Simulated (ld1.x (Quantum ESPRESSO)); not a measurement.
# Pseudopotential generation for beryllium (Be): TM, PBEsol, fully relativistic.

Be (Z = 4), norm-conserving Troullier–Martins (Kleinman–Bylander form), made with ld1.x (Quantum ESPRESSO) 7.5 (PBEsol, fully relativistic). Core [He], reference 2s0.5 2p0 (charge +1.5). Waves: 2s (bound): rc 1.40 bohr; 2p (bound, empty): rc 4.20 bohr. Local part: all-electron potential smoothed inside 3.90 bohr (lloc = -1). Core correction: a·sin(br)/r model core inside 1.00 bohr.

Open shells are filled in proportion to 2j + 1 (rel_dist='average').

Question: Estimate the cutoffs (Ry, on a coarse ladder) from which the occupation-weighted sum of valence levels, in a spherical-Bessel basis at the reference potential, stays within 10 and 1 mRy of its value at 400 Ry.

Answer: 8 Ry and 18 Ry.

Question: Does the potential have ghost states?

Answer: No extra level below or beside the all-electron valence levels (s, p1/2, p3/2, d, f tested).

Question: Tests: 2s2 2p0; 2s1 2p0; 2s1.5 2p0; 2s0 2p2; 2s0 2p1; 2s1 2p1. Which has the largest error in its energy relative to the reference configuration, and how large is it?

Answer: 2s0 2p2, with +174 meV (all-electron minus pseudo) on -10.10 eV.
